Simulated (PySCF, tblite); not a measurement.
Isomers of C6H7N3O. Computed with GFN2-xTB (tblite): harmonic, unscaled wavenumbers at the GFN2-xTB geometry, gas phase. Errors from tens to a few hundred cm⁻¹ against measured bands are possible. One conformer each.

Electronic energies: PBE0/pcSseg-1 single points on the GFN2-xTB geometries (PySCF, gas phase).

```tsv
SMILES	electronic energy, lowest = 0 (kJ/mol)
O=Cc1cn(C2CC2)nn1	86.8
C#CCn1ncc(OC)n1	221.4
Cc1nnc(C=O)c(C)n1	0.0
C=Cc1n[nH]nc1C(C)=O	6.6
C=Cn1cc(C(C)=O)nn1	44.3
C=Cn1nncc1C(C)=O	52.3
```

How do GFN2-xTB zero-point energies change the relative energies?

```tsv
SMILES	ZPE (kJ/mol)	of it from modes above 1550 cm⁻¹	electronic (kJ/mol)	with ZPE, lowest = 0 (kJ/mol)	lowest mode (cm⁻¹)	rings
Cc1nnc(C=O)c(C)n1	325.5	136.3	0.0	0.0	27	1
C=Cc1n[nH]nc1C(C)=O	330.7	151.4	6.6	11.9	36	1
C=Cn1cc(C(C)=O)nn1	328.7	150.3	44.3	47.5	40	1
C=Cn1nncc1C(C)=O	329.9	150.1	52.3	56.7	41	1
O=Cc1cn(C2CC2)nn1	333.8	139.1	86.8	95.0	36	2
C#CCn1ncc(OC)n1	328.6	151.5	221.4	224.4	25	1
```

The zero-point energies span 8.3 kJ/mol, from `Cc1nnc(C=O)c(C)n1` to `O=Cc1cn(C2CC2)nn1`. The order is unchanged.

And how do the electronic energies of GFN2-xTB itself compare?

`Cc1nnc(C=O)c(C)n1` 0.0; `C=Cc1n[nH]nc1C(C)=O` 27.5; `C=Cn1cc(C(C)=O)nn1` 20.1; `C=Cn1nncc1C(C)=O` 20.2; `O=Cc1cn(C2CC2)nn1` 38.7; `C#CCn1ncc(OC)n1` 94.3 kJ/mol, lowest = 0. Against the energies above, taken from the same isomer `Cc1nnc(C=O)c(C)n1`, the largest difference is 127.1 kJ/mol.

What do entropy and thermal enthalpy add at 298.15 K and 1 bar (rigid rotor, harmonic oscillator, one conformer each)?

| SMILES | point group | symmetry number | S (J/(mol K)) | H − H(0) (kJ/mol) | ZPE + H − H(0) − TS (kJ/mol) |
| --- | --- | --- | --- | --- | --- |
| Cc1nnc(C=O)c(C)n1 | C1 | 1 | 425.2 | 29.22 | 228.0 |
| C=Cc1n[nH]nc1C(C)=O | Cs | 1 | 411.4 | 27.97 | 236.1 |
| C=Cn1cc(C(C)=O)nn1 | Cs | 1 | 413.2 | 28.07 | 233.6 |
| C=Cn1nncc1C(C)=O | Cs | 1 | 403.8 | 27.37 | 236.9 |

Not tabulated: `O=Cc1cn(C2CC2)nn1` (point group not settled); `C#CCn1ncc(OC)n1` (lowest mode only 25 cm⁻¹).
